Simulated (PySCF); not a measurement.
Species: `C#C[C@@H](C)[Si@H](OC)[SiH2]P`. The columns A, B, C and D hold Mulliken, IAO, Hirshfeld and ESP-fitted charges (e) of one PBE0/pcSseg-1 density (PySCF), in a shuffled order. Coordinates in Å (GFN2-xTB); the density's dipole moment is (0.21, -1.32, 2.07) D.

```tsv
atom	x	y	z	A	B	C	D
C1	-1.736	2.681	0.291	-0.121	-0.388	-0.313	-0.269
C2	-1.488	1.516	0.421	-0.039	+0.278	-0.295	-0.031
C3	-1.197	0.106	0.537	-0.098	-0.596	+0.478	-0.397
C4	-2.492	-0.709	0.470	-0.111	-0.209	-0.550	-0.403
Si5	0.060	-0.425	-0.838	+0.339	+0.799	+0.353	+0.886
O6	0.267	-2.040	-0.845	-0.223	-0.633	-0.383	-0.630
C7	0.928	-2.879	0.053	-0.032	-0.013	-0.100	-0.195
Si8	2.077	0.665	-0.501	+0.172	+0.038	+0.189	+0.207
P9	1.942	2.843	-1.006	-0.027	-0.201	-0.377	-0.083
H10	-1.960	3.701	0.194	+0.090	+0.040	+0.278	+0.201
H11	-0.739	-0.055	1.524	+0.048	+0.171	-0.012	+0.162
H12	-2.273	-1.772	0.539	+0.042	+0.121	+0.129	+0.143
H13	-3.005	-0.526	-0.472	+0.044	+0.126	+0.150	+0.149
H14	-3.164	-0.438	1.283	+0.044	+0.129	+0.147	+0.149
H15	-0.591	-0.335	-2.143	-0.073	-0.067	-0.075	-0.110
H16	0.968	-3.875	-0.388	+0.051	+0.123	+0.112	+0.157
H17	1.946	-2.524	0.238	+0.040	+0.106	+0.075	+0.127
H18	0.392	-2.931	1.004	+0.041	+0.098	+0.073	+0.129
H19	2.626	0.494	0.864	-0.082	-0.035	-0.108	-0.099
H20	3.165	0.163	-1.357	-0.078	-0.015	-0.029	-0.088
H21	3.105	3.183	-0.344	-0.010	+0.059	+0.141	-0.004
H22	1.156	3.177	0.077	-0.016	+0.067	+0.116	+0.002
```

Which column most likely holds the ESP-fitted charges?

C. Σ q r misses the density's dipole by 0.03 D (C), 1.74 D (D), 1.84 D (A), 3.44 D (B). Charges fitted to the outside potential are the only set here that is tied to the molecule's multipoles.

And the Hirshfeld charges?

A. The mean sizes are 0.083 e (A), 0.196 e (B), 0.204 e (C), 0.210 e (D), and Hirshfeld charges are commonly the smallest of these schemes.

As computed, A = Hirshfeld, B = Mulliken, C = ESP-fitted, D = IAO. Hydrogens on carbon: Hirshfeld +0.04 to +0.09, Mulliken +0.04 to +0.17, ESP-fitted -0.01 to +0.28, IAO +0.13 to +0.20 e.

The Hirshfeld scheme divides the density at each point in proportion to the densities of the neutral, spherically averaged free atoms. The ESP scheme fits charges at the nuclei, held to the total charge, to the electrostatic potential on points at 1.4 to 2.0 times the van der Waals radii.

Geometry: GFN2-xTB, one conformer, isolated molecule.

The values belong to the conformer `[CH:1]#[C:2][C@@H:3]([CH3:4])[Si@H:5]([O:6][CH3:7])[SiH2:8][PH2:9]`: C2–C3–Si5–O6 -173°, C3–Si5–O6–C7 -72°, C3–Si5–Si8–P9 -72°, H–P9–Si8–Si5 164°, H–P9–Si8–Si5 71°.
